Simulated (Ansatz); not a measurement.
Cu5Se5⁻: single points at one geometry.

```yaml
crystal:
  periodic: [false, false, false]
  atoms:
    - {symbol: Cu, position_ang: [1.809259, -0.275613, -1.034087]}
    - {symbol: Cu, position_ang: [0.887365, -1.299974, 0.930335]}
    - {symbol: Cu, position_ang: [0.778561, 1.281527, 0.761217]}
    - {symbol: Cu, position_ang: [-1.517282, -0.561498, 0.676598]}
    - {symbol: Cu, position_ang: [-0.549590, 0.677409, -1.263891]}
    - {symbol: Se, position_ang: [-2.599206, 1.277268, 1.490494]}
    - {symbol: Se, position_ang: [-0.683731, -2.513157, -0.301903]}
    - {symbol: Se, position_ang: [-1.044728, 2.566077, 0.028576]}
    - {symbol: Se, position_ang: [2.774733, 0.090129, 1.102473]}
    - {symbol: Se, position_ang: [0.144619, -1.242167, -2.389802]}
basis:
  gaussian: {orbitals: def2-SVP, initial_orbitals: start.molden}
total_charge: -1
hamiltonian: {xc: r2scan, dispersion: d4}
scf: {omitted_lower_state_checks: [starts]}
output: {orbitals: {seedname: orbitals}}
```

The file start.molden holds the orbitals of an earlier run on this structure, at another level or in another basis.

```sh
$ ansatz run in.yaml --threads 6 --pin off --events-out ev --progress --plain --max-ram 7833MiB
```

Shortened log:

```
Functional definition: r2SCAN
3650 factors; their error is unknown
mean field evaluation 1: about -549895.5908 eV, gradient 9.5e0 eV
mean field evaluation 2: about -549895.9201 eV, gradient 7.5e-1 eV
mean field evaluation 4: about -549895.3780 eV, gradient 3.0e-1 eV
mean field evaluation 8: about -549895.3781 eV, gradient 2.2e-5 eV
mean field -549895.37813503 eV, -20208.2824139878 hartree, gradient 2.2e-5 eV, S^2 0.000000; 0 other end points of the search recorded, 0 dependent functions left out
reference -549895.37815613 eV, -20208.2824147634 hartree; 158, 158 occupied and 157, 157 virtual orbitals, 3650 factors
Total energy: -549895.63894608 eV, -20208.2919986171 hartree
Checks for a lower state left out: starts
```

Hardware: 6 threads of Arm Neoverse V1 on a shared host. Wall time 28 s, peak host memory 1.2 GiB.

As the first input, with `gaussian: {orbitals: 6-31G}`, `hamiltonian: {xc: hf}` (abridged; 21 s):

```
Functional definition: HF
mean field evaluation 16: about -549424.7881 eV, gradient 1.3e-5 eV
mean field -549424.78811054 eV, -20190.9885495653 hartree, gradient 1.3e-5 eV, S^2 0.000000
Total energy: -549424.78811054 eV, -20190.9885495653 hartree
Checks for a lower state left out: starts
```

First input, but with `gaussian: {orbitals: def2-SVPD, initial_orbitals: start.molden}`, `hamiltonian: {xc: pbe, dispersion: d4}` (abridged; 21 s):

```
Functional definition: PBE
mean field -549815.87329681 eV, -20205.3606650737 hartree, gradient 1.8e-5 eV, S^2 0.000000
Total energy: -549817.09801518 eV, -20205.4056726434 hartree
Checks for a lower state left out: starts
```

First input, but with `gaussian: {orbitals: 6-31G}`, `hamiltonian: {xc: {name: B3LYP}, dispersion: d4}` (abridged; 28 s):

```
Functional definition: B3LYP
mean field evaluation 16: about -549885.6106 eV, gradient 5.1e-3 eV
mean field -549885.61056590 eV, -20207.9234624430 hartree, gradient 5.7e-5 eV, S^2 0.000000
Total energy: -549887.65894952 eV, -20207.9987391525 hartree
Checks for a lower state left out: starts
```

As the first input, with `gaussian: {orbitals: STO-3G}`, `hamiltonian: {xc: hf}` (abridged; 93 s):

```
Functional definition: HF
mean field evaluation 16: about -543406.0982 eV, gradient 2.1e-1 eV
mean field evaluation 32: about -543405.9004 eV, gradient 2.6e-5 eV
mean field -543405.90039253 eV, -19969.7985056771 hartree, gradient 8.6e-6 eV, S^2 0.000000
Total energy: -543405.90039253 eV, -19969.7985056771 hartree
Checks for a lower state left out: starts
```

First input, but with `hamiltonian: {xc: pbe, dispersion: d4}` (abridged; 12 s):

```
Functional definition: PBE
mean field -549814.39718508 eV, -20205.3064189679 hartree, gradient 2.4e-5 eV, S^2 0.000000
Total energy: -549815.62190906 eV, -20205.3514267441 hartree
Checks for a lower state left out: starts
```

The first input with `hamiltonian: {xc: pbe0, dispersion: d4}`, `output: {forces: true, orbitals: {seedname: orbitals}}` (abridged; 42 s):

```
Functional definition: PBE0
mean field -549824.44785300 eV, -20205.6757742015 hartree, gradient 2.2e-5 eV, S^2 0.000000
Total energy: -549825.52303384 eV, -20205.7152863685 hartree
Atom 0 force     0.238951    -0.012994    -0.012711 eV/Å
Atom 1 force     0.184048    -0.114547     0.140630 eV/Å
Atom 2 force     0.134254     0.165311     0.176215 eV/Å
Atom 3 force    -0.197360    -0.066070     0.059181 eV/Å
Atom 4 force    -0.114435     0.097018    -0.161197 eV/Å
Atom 5 force     0.303844     0.206973    -0.245230 eV/Å
Atom 6 force     0.186719     0.336282    -0.505227 eV/Å
Atom 7 force    -0.236341    -0.281111     0.208031 eV/Å
Atom 8 force    -0.274691    -0.023232    -0.148465 eV/Å
Atom 9 force    -0.224989    -0.307630     0.488772 eV/Å
Dipole moment:     0.114797    -0.303097    -0.425073 e Å
Checks for a lower state left out: starts
```

Geometry: PBE-D4/def2-SVP.

The 6-31G sets use Cartesian d functions. B3LYP takes the VWN-RPA correlation. At HF/STO-3G the highest occupied level of the charge -1 singlet lies above zero (up to 0.68 eV). In Hartree–Fock with STO-3G the lack of diffuse functions raises the level. The structure comes from a short search, and lower isomers may exist.
